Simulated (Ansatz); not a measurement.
`[CH3][GeH2][Br]` + H–F → `[CH3][GeH2][F]` + HBr at 400 K and 1 bar (ligand exchange at a Ge–Br bond).

Program: Ansatz. Geometries: PBE0-D4/def2-TZVP. ΔE: electronic, gas phase. CCSD(T)/CBS adds triple-zeta CCSD(T) − MP2 to the extrapolated MP2 energy (def2 sets, frozen cores). This one scheme is used for every species. For Br, Ge outer-core shells are correlated without core-valence functions, which leaves a few kJ/mol of doubt a bond. Scalar relativity is left out up to krypton.

```tsv
species	CCSD(T)/CBS energy (Eh)	H − E (kJ/mol)	S (J/(mol·K))
`[CH3][GeH2][Br]`	-4690.53762	166.1	350.8
H–F	-100.39570	36.5	182.2
`[CH3][GeH2][F]`	-2217.00316	167.7	327.3
HBr	-2573.91920	27.6	207.2
```

H − E and S are ideal-gas, rigid-rotor, harmonic terms from PBE0-D4/def2-TZVP. 1 Eh = 2625.50 kJ/mol, R = 8.31446 J/(mol·K).

Task: By hand: ΔE, ΔH, ΔS and ΔG.

Result: ΔE = (-2217.00316) + (-2573.91920) − (-4690.53762) − (-100.39570) = 0.01096 Eh = 28.8 kJ/mol. Δ(H − E) = 167.7 + 27.6 − 166.1 − 36.5 = -7.3, so ΔH = 21.5 kJ/mol. ΔS = 327.3 + 207.2 − 350.8 − 182.2 = 1.5 J/(mol·K). ΔG = 21.5 − 400 × (1.5)/1000 = 20.9 kJ/mol.

Task: By hand: the equilibrium constant, and the temperature at which ΔG would vanish if ΔH and ΔS stayed fixed.

Result: log₁₀ K = −ΔG/(RT ln 10) = -2.7. ΔG = 0 at ΔH/ΔS = 14333 K, far beyond where these terms or the molecules hold.

The number of gas molecules stays the same, so ΔS is small and ΔH decides. A doubt of 5 kJ/mol in ΔE shifts log₁₀ K by 0.7 here. These are equilibria of isolated gas molecules and say nothing of rates. Largest T1 diagnostic: 0.011 (customary marks: 0.02 for closed shells, 0.045 for open ones).
